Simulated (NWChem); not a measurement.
Species: CH$_{2}$N, doublet; SMILES C=[N]

Program: NWChem. Spin-unrestricted. Spin-contaminated determinants: UHF/def2-SVP (<S²> = 0.99). In the optimisation the excess spin sits in b2 (C2v, its own frame). No stability test was run on the SCF state. Level UHF/def2-SVP: optimisations from one semi-empirical or force-field start; each run changes one setting, and all end within 0.3 mHa of each other.

```csv
setting,optimisation steps
"redundant internal coordinates, default thresholds",4
tight thresholds,9
symmetry off,4
Cartesian coordinates,3
```
